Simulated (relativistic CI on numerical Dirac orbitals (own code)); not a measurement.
## Ta6+: q coefficients and field-shift factors

Computed by Dirac-Coulomb-Breit CI, orbitals from a KLI potential per configuration, derivatives by finite differences, unscaled Slater integrals, QED left out (own radial code, finite nucleus).

CI space (outside the closed core [Kr] 4d10): 4f13 5s2 5p6, 4f14 5s2 5p5, 4f13 5s2 5p5 5d, 4f12 5s2 5p6 5d, 4f14 5s2 5p4 5d, 4f13 5s2 5p5 5f, 4f14 5s 5p6, 4f13 5s 5p6 5d. Levels of other configurations are missing.

With x = (α/α₀)² − 1 an excitation energy changes as ω = ω₀ + qx; K = 2q/ω₀ is the relative enhancement. Terms are leading LS components, so labels can repeat. The field-shift factor is F = δν/δ⟨r²⟩ for the transition from the lowest level.

Lowest level 4f13 5s2 5p6 2F°_7/2.

| Level | ω₀ (cm⁻¹) | q (cm⁻¹) | F (GHz/fm²) |
| --- | --- | --- | --- |
| 4f13 5s2 5p6 2F°_5/2 | 15220 | 13830 | 0.763 |
| 4f14 5s2 5p5 2P°_3/2 | 68752 | 74950 | -18.5 |
| 4f14 5s2 5p5 2P°_1/2 | 145510 | 171700 | -31.7 |
| 4f12 5s2 5p6 5d 4F_9/2 | 278039 | -70660 | 27.4 |
| 4f12 5s2 5p6 5d 2K_15/2 | 284766 | -73220 | 27.9 |
| 4f12 5s2 5p6 5d 4G_11/2 | 285119 | -68950 | 27.3 |
| 4f12 5s2 5p6 5d 4F_7/2 | 287439 | -64480 | 27.5 |
| 4f12 5s2 5p6 5d 4H_13/2 | 290020 | -70160 | 27.5 |
| 4f12 5s2 5p6 5d 4K_17/2 | 291699 | -64710 | 28.7 |
| 4f12 5s2 5p6 5d 2F_5/2 | 292224 | -68360 | 26.9 |
| 4f12 5s2 5p6 5d 4G_9/2 | 293368 | -63760 | 27.1 |
| 4f12 5s2 5p6 5d 4F_7/2 | 294144 | -56030 | 25.3 |
| 4f12 5s2 5p6 5d 2H_11/2 | 294160 | -68190 | 27.6 |

At this charge configurations can still be misplaced by up to about 7 % of their energy. Levels and lines within the n = 5 or 6 shells can be off by up to 10 % or somewhat more, and those that change n by about 2 %, since core polarisation is missing. Levels that differ in their count of f electrons can be misplaced by several ten thousand cm⁻¹, since the correlation energy of f electrons is missing or only estimated; rates across such gaps can be off by orders of magnitude.

Problem. Which transition from the lowest level has the largest |K|?

Solution. 4f14 5s2 5p5 2P°_1/2 at 145510 cm⁻¹, K = 2.36.
